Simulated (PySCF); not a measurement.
BaO, SMILES [O]=[Ba].

Geometry optimised at r2SCAN-D4/def2-TZVPD. The def2 effective core potentials stand for the cores of Ba; spin–orbit coupling is left out.

Level of theory: PBE/def2-TZVPD run with PySCF.

The molecule is in vacuum.

```yaml
total_energy: -100.69528 hartree
point_group: C∞v
highest_occupied_level: -3.58 eV
lowest_empty_level: -1.79 eV
orbital_gap: 1.79 eV
dipole_moment: 7.32 D
quadrupole, principal values (traceless, Buckingham form, about the centre of nuclear charge): -18.30, 9.15, 9.15 D·Å
mean_static_polarisability: 55.9 bohr³ (8.29 Å³)
polarisability_principal_values: 32.9, 32.9, 102.1 bohr³
```
